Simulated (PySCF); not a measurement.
# [LiI2]-: bending curve

Method: PySCF, PBE0, basis Li def2-TZVPD, I def2-TZVPD with ECP28 (scalar-relativistic core potentials, no spin–orbit coupling, density fitting).

Rigid scan from the singlet minimum (Li–I 2.540 Å (×2); I–Li–I 180.0°). Coordinate: the I–Li–I angle, bonds fixed. Energies in kJ/mol from the minimum.

Problem. Predict the curve at 80, 90, 100, 110, 120, 130, 140, 150, 160, 170, 180.

Solution. 
```
bond angle (°)  E (kJ/mol)  dipole size (D, about the centre of mass)
            80       168.0                                       3.95
            90       110.2                                       3.56
           100        77.2                                       3.18
           110        55.3                                       2.80
           120        38.6                                       2.41
           130        25.7                                       2.02
           140        16.2                                       1.63
           150         9.1                                       1.23
           160         4.0                                       0.82
           170         1.0                                       0.41
           180         0.0                                       0.00
```

Other isomers or separated fragments may lie lower.

The scan took roughly 70 core-seconds on a shared host.
